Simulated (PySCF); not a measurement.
# Spinor energies of F⁺ (fluorine, charge +1)

Start: [He] 2s1 2p5; 2s1/2 filled at m_j = +1/2; 2p1/2 filled at m_j = -1/2, +1/2; 2p3/2 filled at m_j = -1/2, +1/2, +3/2. Calculated with PySCF 2.14 in x2c-TZVPall-2c with one added diffuse shell each of s, p, d type (6s4p3d1f, 40 functions): generalised Hartree-Fock with the X2C-1e Hamiltonian and a Gaussian nucleus; one run each with spin-orbit coupling (SO) switched off, then screened by Boettger's factors. This is a chosen level, not necessarily the ground level.

```csv
spinor shell,electrons,"ε, spin-free (eV)","ε, screened SO (eV)",weight of nominal j (screened SO),"rms radius, screened SO (bohr)"
1s1/2,2,-739.34,-739.33,1.000,0.204
2s1/2,1,-66.079,-66.074,1.000,1.03
2p1/2,2,-37.818,-37.220,0.666,1.12
2p3/2,3,-37.818,-38.217,0.777,1.11
```

```csv
quantity,spin-free,screened SO
E (hartree),-98.12091,-98.12167
M_J,2,2
⟨J²⟩,6.011,6.011
⟨L²⟩,2.001,2.001
⟨S²⟩,2.010,2.010
```

Each row is a mean over spinors that exchange with the open shell spreads, by up to 9.036 eV (2p1/2).

Rows whose weight is well below 1 are mixtures of j = l ± 1/2: exchange outweighs spin-orbit coupling there, and the label is only the starting occupation.

Without spin-orbit coupling the j labels of p, d and f shells carry no meaning; the spin-free column gives the mean over the occupied spinors of each nl shell.
